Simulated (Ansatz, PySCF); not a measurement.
This Ansatz (a quantum-chemistry and plane-wave program) input computes a PBE0/def2-TZVPD energy:

Ansatz 0.2 input:
```yaml
crystal:
  periodic: [false, false, false]
  atoms:
    - {symbol: Sn, position_ang: [0.00824810, 0.00044421, -0.25871245]}
    - {symbol: F, position_ang: [0.75150045, 1.42315253, 0.74578065]}
    - {symbol: F, position_ang: [-0.79732324, -1.42562035, 0.69151074]}
basis:
  gaussian:
    orbitals: def2-TZVPD
hamiltonian:
  xc: {name: PBE0}
total_charge: 1
magnetization: {spin_polarized: true, initial_magnetization: 1}
output: {forces: true}
```

### Question
Write an input for the same energy in PySCF and say what it gives.

### Answer

```python
from pyscf import gto, scf, dft

mol = gto.M(
    atom='''
    Sn    0.00824810    0.00044421   -0.25871245
    F     0.75150045    1.42315253    0.74578065
    F    -0.79732324   -1.42562035    0.69151074
    ''',
    basis='def2-tzvpd',
    ecp='def2-tzvp',
    charge=1,
    spin=1,
    verbose=4,
)

mf = dft.UKS(mol, xc='pbe0').density_fit(auxbasis='def2-universal-jkfit')
mf.grids.level = 3
mf.conv_tol = 1e-9
mf.max_cycle = 100
mf.max_memory = 1500
mf.kernel()
if not mf.converged:
    mf = mf.newton()
    mf.kernel(mf.make_rdm1())
for _ in range(2):
    mo, _, stable, _ = mf.stability(return_status=True)
    if stable:
        break
    mf.kernel(mf.make_rdm1(mo, mf.mo_occ))
mf.analyze()
```
It gives -413.58378 Eh, and Ansatz -413.58376 Eh, a difference of 0.02 mEh, from the treatment of integrals and grids.
